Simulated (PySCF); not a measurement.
C2H6BNO2, SMILES C=COB(N)O.

Geometry: PBE-D3(BJ)/def2-SVP. This is a generated structure with no PubChem entry under its InChIKey; it may be hypothetical. Other conformers were not sampled.

Calculation: PBE-D3(BJ)/def2-SVP (PySCF).

Harmonic, unscaled wavenumbers; measured fundamentals usually lie a few per cent lower.

| mode | ν (cm⁻¹) | IR (km/mol) | moving atoms (share of kinetic energy) |
|---|---|---|---|
| 1 | 79 | 2.2 | O 51 %, C 22 %, H 13 %, N 13 % |
| 2 | 135 | 4.4 | H 48 %, C 28 %, O 17 % |
| 3 | 194 | 1.9 | C 33 %, N 28 %, H 20 %, O 15 % |
| 4 | 293 | 47.0 | H 89 %, N 9 % |
| 5 | 377 | 3.8 | H 36 %, O 27 %, N 14 %, C 14 %, B 8 % |
| 6 | 400 | 7.7 | O 46 %, H 17 %, N 15 %, C 14 % |
| 7 | 403 | 208.3 | H 91 % |
| 8 | 531 | 6.4 | H 86 %, O 9 % |
| 9 | 556 | 8.2 | H 40 %, O 30 %, C 23 % |
| 10 | 625 | 20.1 | B 75 %, O 14 % |
| 11 | 702 | 8.1 | H 65 %, C 24 % |
| 12 | 786 | 7.4 | O 44 %, N 22 %, H 21 %, C 10 % |
| 13 | 812 | 41.4 | H 68 %, C 31 % |
| 14 | 850 | 16.8 | H 68 %, N 20 %, O 11 % |
| 15 | 951 | 65.2 | H 51 %, O 26 %, C 11 %, N 9 % |
| 16 | 964 | 14.5 | H 87 %, C 13 % |
| 17 | 984 | 108.1 | H 65 %, O 18 %, C 14 % |
| 18 | 1214 | 74.1 | C 42 %, H 29 %, O 20 % |
| 19 | 1297 | 50.4 | H 74 %, B 18 % |
| 20 | 1358 | 105.9 | H 62 %, C 20 %, O 12 % |
| 21 | 1387 | 252.9 | H 47 %, B 33 %, O 17 % |
| 22 | 1411 | 386.6 | B 62 %, H 21 %, O 15 % |
| 23 | 1544 | 256.7 | H 59 %, N 21 %, B 18 % |
| 24 | 1652 | 157.2 | C 86 %, H 12 % |
| 25 | 3082 | 24.2 | H 92 % |
| 26 | 3099 | 1.0 | H 94 % |
| 27 | 3201 | 4.3 | H 89 %, C 11 % |
| 28 | 3528 | 23.6 | H 96 % |
| 29 | 3636 | 35.2 | H 91 %, N 9 % |
| 30 | 3788 | 52.1 | H 94 % |
